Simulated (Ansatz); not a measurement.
Ansatz (a first-principles code) input:

Ansatz 0.2 input:
```yaml
crystal:
  periodic: [false, false, false]
  atoms:
    - {symbol: C, position_ang: [-1.62716027, -0.87471533, -0.43949625]}
    - {symbol: C, position_ang: [-0.57353451, 0.00802121, 0.12689650]}
    - {symbol: C, position_ang: [-0.53645204, 1.38087954, -0.54835076]}
    - {symbol: C, position_ang: [0.78895513, -0.68169206, 0.08006063]}
    - {symbol: O, position_ang: [1.71962932, 0.10202203, 0.82206675]}
    - {symbol: H, position_ang: [-1.62221708, -1.93992186, -0.24724397]}
    - {symbol: H, position_ang: [-2.48313190, -0.45703705, -0.95115441]}
    - {symbol: H, position_ang: [-0.78463246, 0.16815656, 1.19819426]}
    - {symbol: H, position_ang: [-0.31951801, 1.27708729, -1.61452577]}
    - {symbol: H, position_ang: [0.23222438, 2.00899091, -0.10070274]}
    - {symbol: H, position_ang: [-1.49849042, 1.88658288, -0.44826622]}
    - {symbol: H, position_ang: [0.70359063, -1.68737252, 0.50963518]}
    - {symbol: H, position_ang: [1.10849164, -0.78415328, -0.96475719]}
    - {symbol: H, position_ang: [2.59579868, -0.28346948, 0.72762606]}
basis:
  gaussian:
    orbitals: aug-cc-pVDZ
magnetization: {spin_polarized: true, initial_magnetization: 1}
correlation: {method: ccsd_t, electrons: outside_noble_gas}
output: {forces: true}
```

**Question.** Predict the final energy.

**Answer.** -232.41189 Eh (CCSD(T)/aug-cc-pVDZ). The basis has 196 functions.

It need not be the lowest isomer of its formula.
